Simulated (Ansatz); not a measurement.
C$_{9}$H$_{20}$, SMILES `CC(C)CCC(C)(C)C`, 29 atoms. Total charge 0; spin multiplicity 1. Hardware: A = 4 threads of an AMD EPYC 7R13 on a shared host; B = 4 threads of an AMD EPYC 7R13 on a shared host and a share of an NVIDIA H100 80 GB. Correlated methods freeze the cores.

Problem. How many basis functions does each run have, and how long does it take in Ansatz? RKS ωB97M-V/def2-QZVPP energy [B]; RKS B2PLYP (frozen core)/def2-TZVPP energy [B]; RKS PBE-QIDH (frozen core)/def2-TZVPP energy [B]; RHF-CCSD(T)/def2-TZVPP energy [B]; RHF-CCSD(T)/def2-SVP energy [B]; RHF-MP2/def2-QZVPP energy [B]; RKS ωB97M-V/def2-SVP energy [A]; RKS PBE0-D4/def2-TZVP relaxation (5 steps) [B]; direct RPA on PBE orbitals/def2-TZVPP energy [B]; RKS r2SCANh-D4/def2-TZVPP energy [B]; RKS PBE0-D4/def2-SVP energy [A]; RKS PBE0-D4/def2-QZVPP energy [B]. (An estimate is asked.)

Solution. Ansatz gave: Other jobs shared the machine, so times are rough.

| level | job | functions | wall time | peak host memory (GiB) |
| --- | --- | --- | --- | --- |
| RKS PBE0-D4/def2-SVP | energy [A] | 226 | 4.8 s | 1.5 |
| direct RPA on PBE orbitals/def2-TZVPP | energy [B] | 559 | 5.5 s | 3.3 |
| RKS PBE0-D4/def2-QZVPP | energy [B] | 1113 | 6 s | 1.7 |
| RKS B2PLYP (frozen core)/def2-TZVPP | energy [B] | 559 | 6.5 s | 3.3 |
| RKS PBE-QIDH (frozen core)/def2-TZVPP | energy [B] | 559 | 7 s | 3.3 |
| RHF-CCSD(T)/def2-SVP | energy [B] | 226 | 7.5 s | 1.5 |
| RKS r2SCANh-D4/def2-TZVPP | energy [B] | 559 | 8.5 s | 1.5 |
| RKS ωB97M-V/def2-QZVPP | energy [B] | 1113 | 10 s | 1.8 |
| RKS ωB97M-V/def2-SVP | energy [A] | 226 | 13 s | 1.5 |
| RKS PBE0-D4/def2-TZVP | relaxation (5 steps) [B] | 399 | 14 s | 1.5 |
| RHF-MP2/def2-QZVPP | energy [B] | 1113 | 22 s | 17 |
| RHF-CCSD(T)/def2-TZVPP | energy [B] | 559 | 2.3 min | 3.2 |
